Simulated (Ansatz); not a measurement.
Isolated molecules relaxed with PBE0-D4/def2-TZVP in Ansatz; ΔE leaves out vibrations. CBS: MP2 limit from def2 TZ/QZ plus the TZ coupled-cluster correction, frozen cores. DFT in def2-TZVPP. For Ga outer-core shells are correlated without core-valence functions, which leaves a few kJ/mol of doubt a bond. Scalar relativity is left out up to krypton. One conformer a species, not always the lowest.

`C[B]([SiH3])[GaH2]` + `NCF` → `CNCF` + `[SiH3][BH][GaH2]`  (substitution at a C–B bond)

Task: Is it downhill or uphill in electronic energy at CCSD(T)/CBS, and by how much? (Best estimate.)

Result: Ansatz gave: Uphill: ΔE = +72.0 kJ/mol.

Task: What do these levels give: revPBE-D4, BLYP-D4, PBE0-D4, r2SCAN0-D4, PBE-QIDH, revPBE, r2SCAN, PBE0, LC-ωPBE, CCSD(T)/def2-SVP, HF/def2-QZVPP, CCSD/CBS(def2)? (Best estimate.)

Result: Computed: revPBE-D4 74.6, BLYP-D4 72.5, PBE0-D4 75.3, r2SCAN0-D4 74.5, PBE-QIDH 73.1, revPBE 73.8, r2SCAN 74.4, PBE0 73.3, LC-ωPBE 71.4, CCSD(T)/def2-SVP 62.1, HF/def2-QZVPP 57.2, CCSD/CBS(def2) 70.3 kJ/mol.

Task: What do rigid-rotor, harmonic-oscillator terms from PBE0-D4/def2-TZVP frequencies (298.15 K, 1 bar) make of the CCSD(T)/CBS value? (Best estimate.)

Result: Ansatz gave: ΔZPE = -0.4 kJ/mol, ΔH = +70.1 kJ/mol, ΔS = -12 J/(mol·K), ΔG = +73.7 kJ/mol. Modes under 50 cm⁻¹ make the entropy rough.

Largest T1 diagnostic among the species: 0.015.

At CCSD(T), def2-SVP lies −10.0 kJ/mol from the extrapolated value and def2-TZVPP −2.2 kJ/mol. In def2-TZVPP, CCSD(T) changes the Hartree–Fock value by +12.3 kJ/mol (the triples alone add +1.7 kJ/mol) and MP2 by +16.9 kJ/mol. Leaving LDA and LC-ωPBE aside and taking each functional with its dispersion term where it has one, the values, not all of them listed here, spread over 8.8 kJ/mol, from ωB97X-V to PBE-D4.
